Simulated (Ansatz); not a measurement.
`CB(S)CF` and `CB([SiH3])S` differ in one atom or group.

Ansatz, PBE0-D4/def2-TZVP geometries, multiplicity 1. Each molecule was computed in one conformer, which needn't be the lowest.

| property | `CB(S)CF` |
| --- | --- |
| HOMO–LUMO gap (ωB97M-V/def2-TZVPP) / eV | 11.65 |
| size of the dipole moment (B3LYP/def2-TZVPP) / D | 1.27 |
| HOMO–LUMO gap (PBE0/def2-TZVPP) / eV | 7.41 |
| LUMO energy (B3LYP/def2-TZVPP) / eV | -0.88 |
| HOMO energy (ωB97M-V/def2-TZVPP) / eV | -10.30 |
| size of the dipole moment (PBE/def2-TZVPP) / D | 1.17 |

What does the change do to each property? (Best estimate.)

Computed: 
| property | `CB([SiH3])S` | shift |
| --- | --- | --- |
| HOMO–LUMO gap (ωB97M-V/def2-TZVPP) / eV | 10.83 | -0.82 |
| size of the dipole moment (B3LYP/def2-TZVPP) / D | 1.75 | 0.48 |
| HOMO–LUMO gap (PBE0/def2-TZVPP) / eV | 6.73 | -0.68 |
| LUMO energy (B3LYP/def2-TZVPP) / eV | -1.52 | -0.64 |
| HOMO energy (ωB97M-V/def2-TZVPP) / eV | -10.22 | 0.08 |
| size of the dipole moment (PBE/def2-TZVPP) / D | 1.78 | 0.61 |

Dipoles are sizes alone; their direction can turn.

B3LYP here is the variant with VWN-RPA as its local correlation; programs differ in this.
